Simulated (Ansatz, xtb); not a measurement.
# Relative energy of two isomers of C3H5GeNO

Structure a is `[GeH3][c]1cocn1`, a singlet and structure b is `[GeH3][c]1cnco1`, a singlet. Both are isolated molecules in the gas phase, relaxed with PBE-D3(BJ)/def2-SVP.

Question: Estimate which is lower in electronic energy at CCSD(T)/def2-SVP + ΔMP2/def2-TZVPP, and by roughly how much.

Answer: Too close to call at this level: CCSD(T)/def2-SVP + ΔMP2/def2-TZVPP gives E(b) − E(a) = −2.04 kJ/mol.

How the difference moves with the method:

```json
{"level": "GFN2-xTB", "geometry": "GFN2-xTB", "E(b) − E(a) (kJ/mol)": "−5.67", "departure from the last row (kJ/mol)": "−3.64", "job, with rough time for the two": "optimisation, 0.25 s"}
{"level": "HF/STO-3G", "geometry": "GFN2-xTB", "E(b) − E(a) (kJ/mol)": "−5.96", "departure from the last row (kJ/mol)": "−3.92", "job, with rough time for the two": "single point, 0.5 s"}
{"level": "r2SCAN-D4/def2-SVP", "geometry": "GFN2-xTB", "E(b) − E(a) (kJ/mol)": "−4.72", "departure from the last row (kJ/mol)": "−2.68", "job, with rough time for the two": "single point, 3.4 s"}
{"level": "PBE-D3(BJ)/def2-SVP", "geometry": "PBE-D3(BJ)/def2-SVP", "E(b) − E(a) (kJ/mol)": "−2.51", "departure from the last row (kJ/mol)": "−0.47", "job, with rough time for the two": "optimisation, 34 s"}
{"level": "HF/def2-SVP", "geometry": "PBE-D3(BJ)/def2-SVP", "E(b) − E(a) (kJ/mol)": "−2.15", "departure from the last row (kJ/mol)": "−0.11", "job, with rough time for the two": "part of the CCSD(T) run"}
{"level": "MP2/def2-SVP", "geometry": "PBE-D3(BJ)/def2-SVP", "E(b) − E(a) (kJ/mol)": "−0.97", "departure from the last row (kJ/mol)": "+1.06", "job, with rough time for the two": "part of the CCSD(T) run"}
{"level": "CCSD(T)/def2-SVP", "geometry": "PBE-D3(BJ)/def2-SVP", "E(b) − E(a) (kJ/mol)": "−1.39", "departure from the last row (kJ/mol)": "+0.65", "job, with rough time for the two": "single point"}
{"level": "CCSD(T)/def2-SVP + ΔMP2/def2-TZVPP", "geometry": "PBE-D3(BJ)/def2-SVP", "E(b) − E(a) (kJ/mol)": "−2.04", "departure from the last row (kJ/mol)": "", "job, with rough time for the two": "single point, 52 s"}
```

As drawn, both hold the same kinds of bond in the same numbers.

The largest departure from CCSD(T)/def2-SVP + ΔMP2/def2-TZVPP is that of HF/STO-3G, 3.92 kJ/mol. The last row adds to CCSD(T) the change of the MP2 difference between the two basis sets, here −0.65 kJ/mol.

With thermal terms from frequencies at re-optimised GFN2-xTB minima (ideal gas, soft modes damped towards free rotors, one conformer each, 298.15 K, 1 atm): the zero-point term adds +0.35 kJ/mol; ΔH is −1.76 and ΔG −1.74 kJ/mol.

The correlated steps freeze 14 core orbitals; the filled d shell of Ge is correlated, in a basis made for valence electrons. Programs: Ansatz 0.2.0, xtb 6.7.1; the last row on 2 threads of Intel(R) Xeon(R) 6975P-C (Granite Rapids) on a shared host.
